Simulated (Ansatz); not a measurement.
`F[SiH2][TeH]` + `B[SiH2]O` → `B[SiH2]O[SiH2]F` + H₂Te  (ligand exchange at the Si–Te bond)

Program: Ansatz. Geometries: PBE0-D4/def2-TZVP. ΔE: electronic, gas phase. CCSD(T)/CBS adds triple-zeta CCSD(T) − MP2 to the extrapolated MP2 energy (def2 sets, frozen cores). Functionals use def2-TZVPP. B3LYP here is the variant with VWN-RPA as its local correlation; programs differ in this. def2 core potentials past Kr. For Te outer-core shells are correlated without core-valence functions, which leaves a few kJ/mol of doubt a bond. One conformer a species, not always the lowest.

```json
{"level": "r2SCAN", "ΔE (kcal/mol)": "-16.2"}
{"level": "PBE0", "ΔE (kcal/mol)": "-14.1"}
{"level": "B3LYP", "ΔE (kcal/mol)": "-17.6"}
{"level": "MP2/def2-TZVPP", "ΔE (kcal/mol)": "-17.4"}
{"level": "SCS-MP2/def2-TZVPP", "ΔE (kcal/mol)": "-19.1"}
{"level": "HF/def2-QZVPP", "ΔE (kcal/mol)": "-23.3"}
{"level": "SCS-MP2/def2-QZVPP", "ΔE (kcal/mol)": "-18.4"}
{"level": "CCSD/CBS(def2)", "ΔE (kcal/mol)": "-18.0"}
```

Problem. What does CCSD(T)/CBS give? (Best estimate.)

Solution. The calculation gave: -17.2 kcal/mol. The listed levels differ from it by 1.0, 3.1, -0.4, -0.2, -1.9, -6.1, -1.2, -0.8 kcal/mol.

Largest T1 diagnostic among the species: 0.012.

From PBE to PBE0 (25 % exact exchange), in def2-TZVPP and without D4, ΔE moves by −1.7 kcal/mol. In def2-TZVPP, CCSD(T) changes the Hartree–Fock value by +4.1 kcal/mol (the triples alone add +0.9 kcal/mol) and MP2 by +5.5 kcal/mol.
